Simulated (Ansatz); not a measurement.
The first iterations of a band of CBF$_{2}$NO (6 atoms, charge 0, multiplicity 1).

All numbers below come from Ansatz 0.2.0, RKS PBE/def2-SVP.

```yaml
movable_images: 9
climbing_image: yes
spring: 5.0 eV/Å²
optimiser: quadratic models (default)
start_path: through a guess of the saddle point
force_threshold: 0.05 eV/Å
iteration_limit: 60
end_points: relaxed
```

Initial state:

```xyz
6
Properties=species:S:1:pos:R:3
O 1.112 -2.220 1.094
C 0.630 -1.295 0.548
N 0.135 -0.374 -0.063
B -0.430 0.876 -0.423
F -0.819 1.101 -1.673
F -0.585 1.849 0.471
```

Final state:

```xyz
6
Properties=species:S:1:pos:R:3
O 1.095 -2.343 0.830
C 0.630 -1.303 0.534
N 0.158 -0.217 0.280
B -0.426 0.905 -0.361
F -0.732 0.881 -1.655
F -0.682 2.013 0.326
```

| iteration | highest image above the first end (eV) | largest band force component (eV/Å) |
| --- | --- | --- |
| 1 | 1.734 | 6.870 |
| 2 | 0.503 | 2.587 |
| 3 | 0.325 | 4.510 |
| 4 | 0.183 | 0.613 |
| 5 | 0.162 | 0.479 |
| 6 | 0.131 | 0.382 |
| 7 | 0.084 | 0.319 |
| 8 | 0.049 | 0.936 |
| 9 | 0.036 | 0.633 |
| 10 | 0.094 | 1.963 |
| 11 | 0.044 | 1.339 |
| 12 | 0.032 | 1.180 |
| 13 | 0.009 | 0.181 |

**Question.** Does the band converge within its limit, and where does its top end?

**Answer.** The forces met the threshold. It ended after 39 iterations with the highest image 0.000 eV above the first end. The top lies less than 8 meV above the higher end, about what the thresholds resolve: that end is a shoulder or a very shallow well. A vibrational analysis at the climbing image gives no mode beyond 40i cm⁻¹: the surface is too flat there to confirm a saddle point.

The run took 8.8 min on 1 thread of Arm Neoverse V2 (shared host), peak memory 0.11 GiB.
